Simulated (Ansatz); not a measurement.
Saddle point of SiH6ClOF, singlet (SiH₃Cl ([SiH3][Cl]) + H₂O + HF → SiH₃F ([F][SiH3]) + HCl + H₂O; bonds formed: Si1–F7, Cl2–H8, H6–O9; bonds broken: Si1–Cl2, H6–F7, H8–O9), PBE0-D4/def2-TZVP structure:

Si1  (-1.293, 0.370, 0.607)
Cl2  (0.157, 1.497, -0.894)
H3  (-1.936, -0.598, -0.309)
H4  (-1.581, 0.082, 2.043)
H5  (-2.028, 1.662, 0.475)
H6  (1.188, -0.759, 0.131)
F7  (0.198, -0.615, 0.913)
H8  (1.491, 0.265, -0.992)
O9  (1.943, -0.613, -0.647)
H10  (1.861, -1.293, -1.327)
(Å)

Energies are electronic, without zero-point energy. Barriers and step energies count from the start structure reached by relaxing down the imaginary mode; all methods use the PBE0-D4 structures, on which another method's saddle can fall below an end. Computed with Ansatz 0.2.0 (basis: def2-TZVPP, with def2-QZVPP for the basis limit); correlated methods freeze the cores. B3LYP uses VWN-RPA correlation. Extrapolation: Hartree–Fock as exp(−7.88 √X), correlation as X^−2.97.

```tsv
method	barrier (kcal/mol)	step energy (kcal/mol)
SPW92	?	-3.53
PBE-D4	17.08	-3.60
BLYP-D4	20.13	-6.01
r2SCAN-D4	17.75	-5.35
B97M-V	21.56	-6.46
PBE0-D4	20.08	-3.55
B3LYP-D4	?	-5.85
r2SCAN0-D4	20.12	-4.80
BHLYP-D4	25.10	-6.14
CAM-B3LYP-D4	21.29	-6.53
wB97X-V	22.44	-5.16
wB97M-V	21.24	-4.86
B2PLYP	23.47	-6.01
PBE-QIDH	22.41	-4.15
RPA on PBE	24.80	-6.32
HF	36.54	-7.48
MP2	?	-5.06
CCSD	26.89	-5.87
CCSD(T)	24.75	-5.52
```

Question: Fill in the withheld barriers. (Judge from chemistry; the value comes from the calculation.)

Answer: Computed: SPW92 6.32; MP2 23.67; B3LYP-D4 21.99 kcal/mol. Each is the energy of the saddle less that of the start structure, by the same method.

For comparison, the barrier by CCSD(T) at an estimated basis limit (MP2 extrapolated from triple and quadruple zeta, plus CCSD(T) − MP2 in triple zeta) is 24.35 kcal/mol.

No T1 diagnostic of these runs exceeds 0.011.

Labels in which every atom is bracketed show which atoms are joined, not bond orders.

For scale, one of the runs: CCSD(T)/def2-TZVPP, 230 basis functions, launched by `ansatz run in.yaml --threads 4 --pin off --events-out ev --progress --plain --max-ram 9574MiB`. Hardware: 4 CPU threads of an Arm Neoverse V2, shared host. Wall time 100 s; peak host memory 3.9 GiB.
